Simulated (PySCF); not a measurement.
## Working out the excitation energy of Si⁺

Si⁺ [Ne] 3s2 3p1 (2P) → Si⁺ [Ne] 3s2 3d1 (2D). Calculation: PySCF 2.14, in aug-cc-pV(D+d)Z; no relativity, point nucleus. Frozen: [Ne]. Energies in hartree (1 hartree = 27.21139 eV):

```json
{"part": "UHF", "Si⁺ (lower)": "-288.569999", "Si⁺ (upper)": "-288.231402"}
{"part": "MP2 opposite-spin", "Si⁺ (lower)": "-0.033251", "Si⁺ (upper)": "-0.038727"}
{"part": "MP2 same-spin", "Si⁺ (lower)": "-0.002282", "Si⁺ (upper)": "-0.001364"}
```

Problem. What does Hartree-Fock give?

Solution. (-288.231402) − (-288.569999) = 0.338597 hartree = 9.214 eV.

Problem. What do MP2 and SCS-MP2 (6/5 opposite-spin, 1/3 same-spin) give?

Solution. The opposite-spin parts differ by -0.149 eV and the same-spin parts by 0.025 eV. MP2: 9.214 + (-0.149) + (0.025) = 9.090 eV. SCS-MP2: 9.214 + 1.2 × (-0.149) + (0.025)/3 = 9.044 eV.

Measured between the centres of the two terms (NIST): 9.814 eV, so MP2 (valence) is off by -0.724 eV.

What remains against the reference includes basis incompleteness, the frozen core and correlation beyond second order.
